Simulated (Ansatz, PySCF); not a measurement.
Potential energy curve for AlMg (anion, charge -1), lowest triplet found (which spin is the ground state isn't settled by this scan). Each curve is given relative to its own lowest point between 2.28 and 3.32 Å, where full CI is lowest.

```csv
R / Å,A,B,C
1.89,3.255,3.258,3.118
2.05,1.820,1.811,1.679
2.19,1.019,1.002,0.889
2.28,0.669,0.649,0.552
2.40,0.350,0.328,0.256
2.50,0.182,0.162,0.111
2.56,0.114,0.095,0.057
2.64,0.052,0.038,0.015
2.70,0.023,0.013,0.000
2.81,0.000,0.000,0.001
2.96,0.010,0.028,0.036
3.09,0.043,0.076,0.081
3.32,0.068,0.184,0.076
```

Energies in eV.

Which curve belongs to which method? The methods are full CI/aug-cc-pVDZ, frozen core (Ansatz, a first-principles code); CCSD on UHF/aug-cc-pVDZ, frozen core in Ansatz; unrestricted Hartree-Fock/6-31G*, spherical d (PySCF 2.14.0).

A is UCCSD; B is FCI; C is UHF/6-31G*.

The scan ran from 1.89 to 8.94 Å; beyond the distances shown full CI changes its symmetry label. The unrestricted determinant behind UCCSD, UHF/6-31G* is spin-contaminated at 1.89 to 3.09 Å (<S²> up to 2.7, against 2.00 for a pure triplet). Where the anion isn't bound against loss of the electron, the finite basis alone holds it.
